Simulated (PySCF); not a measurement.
Zr(OH)2(NH2)2 (H6N2O2Zr), SMILES [NH2][Zr]([NH2])([OH])[OH], multiplicity 1. Coordinates come from a PBE0-D3(BJ)/def2-SVP optimisation. The spin state was assumed, not searched. The structure was generated by enumeration; whether it is a known compound was not checked. The def2 effective core potentials stand for the cores of Zr; spin–orbit coupling is left out. The values are those of a single conformer.

Computed equilibrium geometry at PBE0-D3(BJ)/def2-SVP (PySCF confirms it by a frequency run) as Cartesian coordinates in Å, and its point group (one conformer of several):
point group C2.
```xyz
11

Zr     0.0000     0.0000     0.0416
O     -1.1291    -1.1545     1.1068
H     -1.4467    -1.8968     1.6181
O      1.1291     1.1545     1.1068
H      1.4467     1.8968     1.6181
N      1.3013    -1.0003    -1.1804
H      2.3123    -1.0368    -1.0724
H      1.0457    -1.5907    -1.9689
N     -1.3013     1.0003    -1.1804
H     -2.3123     1.0368    -1.0724
H     -1.0457     1.5907    -1.9689
```
